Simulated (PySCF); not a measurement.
# From a log to its input

A PySCF 2.14 run on the atoms In 0 0 0; H 0 0 1.71 (angstrom) printed this (some set-up lines and the per-cycle HOMO/LUMO lines with their warnings removed):

```
PySCF version 2.14.0

[INPUT] verbose = 4
[INPUT] num. atoms = 2
[INPUT] num. electrons = 50
[INPUT] charge = 0
[INPUT] spin (= nelec alpha-beta = 2S) = 0
[INPUT] symmetry False subgroup None
[INPUT] Mole.unit = angstrom

nuclear repulsion = 15.1635575058947
number of shells = 15
number of NR pGTOs = 84
number of NR cGTOs = 33
basis = 3-21g
ecp = {}

******** <class 'pyscf.dft.rks.RKS'> ********
method = RKS
initial guess = minao
damping factor = 0
level_shift factor = 0
DIIS = <class 'pyscf.scf.diis.CDIIS'>
diis_start_cycle = 1
diis_space = 8
diis_damp = 0
SCF conv_tol = 1e-09
SCF conv_tol_grad = None
SCF max_cycles = 50
direct_scf = True
direct_scf_tol = 1e-13
XC library pyscf.dft.libxc version 7.0.0
    S. Lehtola, C. Steigemann, M. J.T. Oliveira, and M. A.L. Marques.,  SoftwareX 7, 1–5 (2018)
XC functionals = olyp
    N. C. Handy and A. J. Cohen.,  Mol. Phys. 99, 403 (2001)
    C. Lee, W. Yang, and R. G. Parr.,  Phys. Rev. B 37, 785 (1988)
    B. Miehlich, A. Savin, H. Stoll, and H. Preuss.,  Chem. Phys. Lett. 157, 200 (1989)
radial grids:
    Treutler-Ahlrichs [JCP 102, 346 (1995); DOI:10.1063/1.469408] (M4) radial grids

becke partition: Becke, JCP 88, 2547 (1988); DOI:10.1063/1.454033
pruning grids: <function nwchem_prune>
grids dens level: 3
symmetrized grids: False
atomic radii adjust function: <function treutler_atomic_radii_adjust>
small_rho_cutoff = 0
Set gradient conv threshold to 3.16228e-05
Initial guess from minao.
tot grids = 31688
init E= -5707.97291241295
cycle= 1 E= -5719.59633654081  delta_E= -11.6  |g|= 0.147  |ddm|= 1.17
cycle= 2 E= -5719.59887423412  delta_E= -0.00254  |g|= 0.106  |ddm|= 0.551
cycle= 3 E= -5719.60606014005  delta_E= -0.00719  |g|= 0.0215  |ddm|= 0.342
cycle= 4 E= -5719.60638105168  delta_E= -0.000321  |g|= 0.00139  |ddm|= 0.0777
cycle= 5 E= -5719.60638249794  delta_E= -1.45e-06  |g|= 0.000206  |ddm|= 0.00755
cycle= 6 E= -5719.60638252812  delta_E= -3.02e-08  |g|= 1.07e-05  |ddm|= 0.000871
cycle= 7 E= -5719.60638252822  delta_E= -9.37e-11  |g|= 1.52e-07  |ddm|= 4.73e-05
Extra cycle  E= -5719.60638252822  delta_E= -4.55e-12  |g|= 5.68e-08  |ddm|= 8.54e-07
converged SCF energy = -5719.60638252822
**** SCF Summaries ****
Total Energy =                       -5719.606382528222639
Nuclear Repulsion Energy =              15.163557505894737
One-electron Energy =                -7927.048734719815911
Two-electron Energy =                 2192.278794685698358
Two-electron Coulomb Energy =         2350.734271985063515
DFT Exchange-Correlation Energy =     -158.455477299365270
**** MO energy ****
[14 lines left out]
MO #15  energy= -4.0853538337756   occ= 2
MO #16  energy= -2.74763156645083  occ= 2
MO #17  energy= -2.74763156645072  occ= 2
MO #18  energy= -2.73523400546908  occ= 2
MO #19  energy= -0.737009925260571 occ= 2
MO #20  energy= -0.737009923445468 occ= 2
MO #21  energy= -0.729478885248454 occ= 2
MO #22  energy= -0.726478359330209 occ= 2
MO #23  energy= -0.726478359330047 occ= 2
MO #24  energy= -0.314443189951071 occ= 2
MO #25  energy= -0.154519098498565 occ= 2
MO #26  energy= -0.0746644980885918 occ= 0
MO #27  energy= -0.0746644980885644 occ= 0
MO #28  energy= 0.0673214533501185 occ= 0
[5 lines left out]
 ** Mulliken pop on meta-lowdin orthogonal AOs  **
 ** Mulliken pop  **
pop of  0 In 1s           2.00000
pop of  0 In 2s           1.99998
pop of  0 In 3s           1.99985
pop of  0 In 4s           1.99948
pop of  0 In 5s           1.84422
pop of  0 In 6s           0.01011
pop of  0 In 2px          1.99999
pop of  0 In 2py          1.99999
pop of  0 In 2pz          1.99999
pop of  0 In 3px          1.99987
pop of  0 In 3py          1.99987
pop of  0 In 3pz          1.99990
[21 lines left out]
 ** Mulliken atomic charges  **
charge of    0In =      0.15016
charge of    1H =     -0.15016
Dipole moment(X, Y, Z, Debye):  0.00000, -0.00000,  0.58657
orbital energies (hartree): [-0.7265 -0.3144 -0.1545 -0.0747 -0.0747  0.0673]
```

Task: Write the input that gave this log.

Result: The input was:

```python
from pyscf import gto, dft

mol = gto.M(
    atom='In 0 0 0; H 0 0 1.71',
    basis='3-21g',
    charge=0,
    spin=0,
    verbose=4,
)
mf = dft.RKS(mol, xc='olyp')
mf.kernel()
mf.analyze()
print('orbital energies (hartree):', mf.mo_energy[..., max(0, mol.nelec[1]-3):mol.nelec[0]+3].round(4))
```

No relativity is included for the heavy element. The basis is very small, so the numbers show the basis as much as the system. Stability towards an unrestricted solution was not tested. The bond length is a typed value, not an optimised one.
